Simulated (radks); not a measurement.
Isoelectronic series with 11 electrons, each ion in its NIST ground configuration. Calculated with a radial shooting solver on a logarithmic mesh with Libxc functionals: scalar-relativistic Kohn-Sham, PBE, spin-unpolarised, spherical densities, point nucleus. Total energies (hartree) and orbital eigenvalues (eV) (* marks an orbital that is empty in some or all of the ions):

ion   configuration  E (hartree)        3p*         3s         2p         2s         1s
Mg+        [Ne] 3s1   -199.98731    -7.0479   -11.3780   -55.6760   -88.9151  -1268.871
Al2+       [Ne] 3s1   -241.76644   -17.2030   -23.7479   -90.2614  -128.7677  -1532.293
Si3+       [Ne] 3s1   -287.71625   -30.7866   -39.4880  -132.0180  -175.8814  -1823.616
P4+        [Ne] 3s1   -337.83690   -47.6346   -58.4644  -180.8041  -230.1087  -2142.742
S5+        [Ne] 3s1   -392.13215   -67.6668   -80.6141  -236.5541  -291.3851  -2489.652
Cl6+       [Ne] 3s1   -450.60776   -90.8387  -105.9040  -299.2337  -359.6815  -2864.363
Ar7+       [Ne] 3s1   -513.27094  -117.1241  -134.3163  -368.8242  -434.9872  -3266.912
K8+        [Ne] 3s1   -580.13002  -146.5069  -165.8415  -445.3161  -517.3026  -3697.350
Ca9+       [Ne] 3s1   -651.19425  -178.9772  -200.4755  -528.7053  -606.6353  -4155.738
